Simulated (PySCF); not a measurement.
Sn(iPr)(OH)3 (C3H10O3Sn), SMILES [CH]([Sn]([OH])([OH])[OH])(C)C. Atoms are numbered in the order given.

```xyz
17

C     -1.8772    -1.7388    -0.7031
C     -1.7222    -0.2911    -0.2355
C     -2.2254     0.7372    -1.2494
Sn     0.3632     0.0961     0.2031
O      1.4281     0.2540    -1.4801
O      1.2280    -1.3622     1.2584
O      0.6817     1.7884     1.2144
H     -1.3319    -1.9168    -1.6444
H     -1.5047    -2.4561     0.0444
H     -2.9411    -1.9672    -0.8921
H     -2.2337    -0.1497     0.7306
H     -3.2914     0.5590    -1.4766
H     -1.6687     0.6720    -2.1981
H     -2.1320     1.7675    -0.8718
H      2.1932    -0.3387    -1.4485
H      1.6645    -0.9951     2.0411
H      1.3321     2.3335     0.7476
```

Coordinates come from a B3LYP-D3(BJ)/def2-SVP optimisation. The isomer is the one that the SMILES or the coordinates give; other isomers of the formula were not compared. The def2 effective core potentials stand for the cores of Sn; spin–orbit coupling is left out. One conformer was computed; it need not be the lowest.

These are B3LYP/def2-TZVP (PySCF) values and carry that method's errors.

ESP charges are fitted to the potential on shells at 1.4 to 2.0 van der Waals radii. Atomic charges (e):

```csv
atom,Löwdin,ESP fit,Mulliken
C1,-0.30,-0.59,-0.37
C2,-0.40,0.35,-0.25
C3,-0.30,-0.48,-0.37
Sn4,0.68,1.03,1.25
O5,[?],-0.78,-0.70
O6,[?],-0.77,-0.70
O7,[?],-0.78,-0.69
H8,[?],0.15,0.12
H9,[?],0.15,0.14
H10,[?],0.15,0.11
H11,[?],-0.01,0.11
H12,[?],0.12,0.11
H13,[?],0.14,0.14
H14,[?],0.11,0.13
H15,0.16,0.41,0.32
H16,0.16,0.40,0.32
H17,0.16,0.41,0.32
```

### Question
Fill in the missing entries. (Estimate from the structure and the level; the computed values follow.)

### Answer

- O5, Löwdin: -0.35
- O6, Löwdin: -0.35
- O7, Löwdin: -0.35
- H8, Löwdin: 0.13
- H9, Löwdin: 0.13
- H10, Löwdin: 0.12
- H11, Löwdin: 0.15
- H12, Löwdin: 0.12
- H13, Löwdin: 0.13
- H14, Löwdin: 0.13
